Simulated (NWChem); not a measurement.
System: CH$_{5}$ClFNSi; SMILES CN[Si@H](F)Cl

```xyz
10

C     -0.5549     2.5960     0.0369
N     -0.6250     1.1873    -0.3485
Si     0.3127    -0.0528     0.3362
F      1.8021    -0.1970    -0.2669
Cl    -0.6252    -1.8508    -0.0661
H     -0.0918     2.6782     1.0257
H      0.0394     3.1986    -0.6630
H     -1.5586     3.0315     0.1067
H     -1.1132     1.0135    -1.2191
H      0.4596     0.1672     1.7858
```
Atoms are numbered in this order, from 1.

Program: NWChem. Medium grid unless said otherwise, to which SCAN and Minnesota functionals are sensitive. Geometry: optimised at B3LYP/6-31G* (spherical d). B3LYP is NWChem's, with the RPA form of VWN correlation. Total energies of different functionals are on different scales.

```csv
level,energy (Ha),highest occupied level (eV),orbital gap (eV),dipole (D)
PBE/def2-SVP,-944.5881,-5.92,6.18,2.67
B3LYP/def2-SVP,-945.1832,-7.12,8.03,2.70
TPSSh/def2-SVP,-945.1869,-6.65,7.47,2.79
M06-2X/def2-SVP,-945.0434,-8.83,10.77,2.84
"LDA (Slater exchange, VWN5)/def2-SVP",-941.0452,…,…,2.72
Hartree-Fock/def2-SVP,-942.8545,-11.06,15.40,2.98
```

Fill in the missing entries.


- LDA (Slater exchange, VWN5)/def2-SVP, highest occupied level (eV): -6.03
- LDA (Slater exchange, VWN5)/def2-SVP, orbital gap (eV): 6.06
